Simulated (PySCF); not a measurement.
C3H6BFO, SMILES FCB1CCO1.

Coordinates come from a PBE0-D3(BJ)/def2-SVP optimisation. The structure was generated by enumeration, and PubChem lists no compound with its InChIKey, so it may never have been made. The values are those of a single conformer.

Vertical ionisation energy (IE) and electron affinity (EA) in eV. Rows of orbital energies are one-electron estimates. Where ΔSCF, EOM or ADC give a negative EA the extra electron is unbound and the value depends on the basis.

| level | IE | EA |
|---|---|---|
| −ε(HOMO), −ε(LUMO), r2SCAN/def2-TZVP (PySCF) | 7.06 | 0.59 |
| −ε(HOMO), −ε(LUMO), PBE/def2-TZVP (PySCF) | ? | ? |

Question: Complete the blanks. (The exact figures need the calculation; the answer reports its results.)

Answer: 
- −ε(HOMO), −ε(LUMO), PBE/def2-TZVP (PySCF), IE: 6.77
- −ε(HOMO), −ε(LUMO), PBE/def2-TZVP (PySCF), EA: 0.94
